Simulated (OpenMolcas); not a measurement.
# Tm2+: moving or changing the point charges

Tm2+ among 4 point charges of -1.5 e arranged as a tetrahedron (Td), 2.41 Å from the ion.
```
   1.3914    1.3914    1.3914  -1.50
   1.3914   -1.3914   -1.3914  -1.50
  -1.3914    1.3914   -1.3914  -1.50
  -1.3914   -1.3914    1.3914  -1.50
```

* Program: OpenMolcas 26.06
* Method: CASSCF
* Basis: ANO-RCC-VTZP [8s7p5d3f2g1h]
* Scalar Hamiltonian: DKH2, point nucleus
* Active space: 13 electrons in 7 orbitals (4f)
* State averaging: 2S+1 = 2 odd, 7 roots
* Spin-orbit coupling: state interaction with AMFI integrals over the reference wave functions

Runs around this geometry, states (labels of Td). Energies in cm-1 above the lowest state or level, χT in cm3 K/mol.

```
R (Å)  Ground state  First state of that spin  First gap with spin-orbit (degeneracies)  Width of lowest J  χT at 300 K
 2.41           2A1                 2T1 129.0                              111.3 (2, 4)                184        2.547
 2.65           2A1                  2T1 88.9                               75.7 (2, 4)                122        2.563
  2.8           2A1                  2T1 70.4                               59.6 (2, 4)                 95        2.568
```

Taking the width of the lowest J multiplet as R^-n, n = -ln(95 / 184) / ln(2.8 / 2.41) = 4.4 between the shortest and longest distance.

This is an electrostatic model: the charges have no orbitals. No measured value stands beside these numbers.
